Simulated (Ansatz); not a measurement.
`[CH3][GeH]([F])[SH]` + H₂O → `[CH3][GeH]([OH])[F]` + H₂S at 600 K and 1 bar (formal hydrolysis of a Ge–S bond).

Computed with Ansatz on PBE0-D4/def2-TZVP structures; ΔE is electronic, products minus reactants. CCSD(T)/CBS adds triple-zeta CCSD(T) − MP2 to the extrapolated MP2 energy (def2 sets, frozen cores). This one scheme is used for every species. For Ge outer-core shells are correlated without core-valence functions, which leaves a few kJ/mol of doubt a bond. Scalar relativity is left out up to krypton. Each species was taken in one conformer, which may not be the lowest.

```tsv
species	CCSD(T)/CBS energy (Eh)	H − E (kJ/mol)	S (J/(mol·K))
`[CH3][GeH]([F])[SH]`	-2614.81526	206.6	432.8
H₂O	-76.37941	76.8	212.8
`[CH3][GeH]([OH])[F]`	-2292.21807	215.3	416.3
H₂S	-398.97279	60.8	230.9
```

H − E and S are ideal-gas, rigid-rotor, harmonic terms from PBE0-D4/def2-TZVP, for one conformer and one mirror image of each species. 1 Eh = 2625.50 kJ/mol, R = 8.31446 J/(mol·K).

Q: By hand: ΔE, ΔH, ΔS and ΔG.

A: ΔE = (-2292.21807) + (-398.97279) − (-2614.81526) − (-76.37941) = 0.00381 Eh = 10.0 kJ/mol. Δ(H − E) = 215.3 + 60.8 − 206.6 − 76.8 = -7.3, so ΔH = 2.7 kJ/mol. ΔS = 416.3 + 230.9 − 432.8 − 212.8 = 1.6 J/(mol·K). ΔG = 2.7 − 600 × (1.6)/1000 = 1.7 kJ/mol.

Q: By hand: the equilibrium constant, and the temperature at which ΔG would vanish if ΔH and ΔS stayed fixed.

A: log₁₀ K = −ΔG/(RT ln 10) = -0.1. ΔG = 0 at ΔH/ΔS = 1688 K, though so small a ΔH makes that figure unsure.

TΔS isn't small against ΔH here. The sign of ΔG lies within the doubt. A doubt of 5 kJ/mol in ΔE shifts log₁₀ K by 0.4 here. Other conformers and mirror images would add mixing entropy, several J/(mol·K) or more a flexible species. These are equilibria of isolated gas molecules and say nothing of rates. Largest T1 diagnostic: 0.011 (customary marks: 0.02 for closed shells, 0.045 for open ones).
